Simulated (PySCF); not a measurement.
ammonia (H3N), SMILES N. Atoms are numbered in the order given.

```xyz
4

N      0.0000     0.0000     0.1117
H      0.8165    -0.4714    -0.2605
H     -0.8165    -0.4714    -0.2605
H      0.0000     0.9428    -0.2605
```

Coordinates come from a B3LYP-D3(BJ)/def2-TZVP optimisation.

Two levels are set side by side: PBE/pcSseg-1 (PySCF) and HF/pcSseg-1 (PySCF). GIAO shifts against NH3 (¹⁵N), TMS (¹H) at the same level; non-relativistic, no solvent, atoms listed together averaged. Differences are taken from unrounded values.

```csv
quantity,HF
δ(¹⁵N) of N1 (ppm),0.0
"δ(¹H) of H2, H3, H4 (ppm)",0.40
```

What does PBE give, and how far is it from HF? (The exact figures need the calculation; the answer reports its results.)


```csv
quantity,PBE,PBE minus HF
δ(¹⁵N) of N1 (ppm),0.0,0.0
"δ(¹H) of H2, H3, H4 (ppm)",-0.36,-0.76
```
